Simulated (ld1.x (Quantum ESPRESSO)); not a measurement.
# hydrogen: ultrasoft pseudisation with PBE, scalar-relativistic reference atom.

```
Element                 : hydrogen (H)
Generator               : ld1.x (Quantum ESPRESSO) 7.5
Type                    : ultrasoft
Functional              : PBE
Relativity              : scalar-relativistic
Frozen core             : none
Valence charge          : 1
Reference configuration : 1s1
Partial waves           : 1s (bound): rcut 0.55, rcutus 0.75 bohr; 1s channel at 0.65 Ry: rcut 0.55, rcutus 0.75 bohr; 2p channel at 0.05 Ry: rcut 0.70, rcutus 0.80 bohr; 2p channel at 2.1 Ry: rcut 0.70, rcutus 0.80 bohr
Local potential         : all-electron potential smoothed inside 0.60 bohr (lloc = -2)
Core correction         : none
Augmentation charge     : PSQ, inside the norm-conserving radii
```

All-electron outer shells of the reference configuration (PBE, scalar-relativistic, ld1.x):

| shell | level (eV) | outermost node (bohr) | outermost maximum (bohr) |
| --- | --- | --- | --- |
| 1s | -6.49 | – | 1.03 |

Task: Does the generator finish with these settings?

Result: Yes, a potential is produced and its reference levels are reproduced.

Task: Estimate the cutoffs (Ry, on a coarse ladder) from which the occupation-weighted sum of valence levels, in a spherical-Bessel basis at the reference potential, stays within 10 and 1 mRy of its value at 400 Ry.

Result: 30 Ry and 55 Ry.

Task: Does the potential have ghost states?

Result: No extra level below or beside the all-electron valence levels (s, p, d, f tested).

Task: Is the overlap operator S = 1 + Σ q|β⟩⟨β| positive definite (Bessel basis up to 400 Ry)?

Result: Yes: its lowest eigenvalue is 0.99 (s channel).
